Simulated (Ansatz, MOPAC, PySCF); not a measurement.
Molecule: dimethoxy-bis(sulfanyl)silane, C₂H₈O₂S₂Si, charge 0, multiplicity 1. SMILES: CO[Si](S)(S)OC
Coordinates optimised at B3LYP-D3(BJ)/def2-TZVP (Ansatz, an electronic-structure program):
```
Si
O 1 1.6317
C 2 1.4252 1 124.93
H 3 1.0890 2 107.66 1 169.15
H 3 1.0923 4 109.02 2 -120.31
H 3 1.0926 4 109.16 5 -118.80
O 1 1.6317 2 113.79 3 -64.40
C 7 1.4252 1 124.93 2 -64.40
H 8 1.0890 7 107.66 1 169.15
H 8 1.0923 9 109.02 7 -120.31
H 8 1.0926 9 109.16 10 -118.80
S 1 2.1344 2 106.55 3 54.04
H 12 1.3434 1 93.98 2 -177.10
S 1 2.1344 2 107.62 3 177.78
H 14 1.3434 1 93.98 2 -54.68
```
Charge 0, spin multiplicity 1.

Wanted: vertical ionisation energy to the doublet, in eV. Set-up: non-relativistic; valence correlation only; each state is the SCF solution reached for its charge and spin; open shells spin-unrestricted; no dispersion term unless named; PM7 with its own dispersion and hydrogen-bond terms; 6-311+G** with 5d, 6d on Na to Ar in Ansatz; no spin-orbit coupling; six Cartesian d functions in 6-31G* and its kin unless marked 5d. Ab initio and DFT rows: single points at B3LYP-D3(BJ) geometries (Ansatz). Semi-empirical rows: differences of heats of formation at the shared geometry for vertical values.

```csv
level,program,vertical ionisation energy to the doublet (eV)
AM1,MOPAC,9.48
PM3,MOPAC,8.79
PM7,MOPAC,8.83
MNDO,MOPAC,9.63
HF/6-31G*,Ansatz,8.81
HF/6-311+G**,Ansatz,8.77
PBE/6-311+G**,Ansatz,8.82
B3LYP/STO-3G,Ansatz,5.99
B3LYP/3-21G,Ansatz,9.36
B3LYP/6-31G*,Ansatz,9.10
M06-2X/6-31G* (5d),PySCF,9.53
MP2/6-31G*,Ansatz,9.36
MP2/6-311+G**,Ansatz,9.49
PBE0/def2-TZVPD,Ansatz,9.20
wB97M-V/def2-TZVPD,Ansatz,9.52
wB97X-V/def2-TZVPD,Ansatz,9.58
```

No value to compare with is used here. The 13 habitual levels span 5.99 (B3LYP/STO-3G) to 9.63 eV (MNDO); wB97M-V/def2-TZVPD gives 9.52.

The levels are drawn from those run, B3LYP/6-31G* more often than the rest, none by its result; left out are runs that failed, that the program found above a lower state of the same kind, or whose <S^2> lies over 0.5 above the pure value.
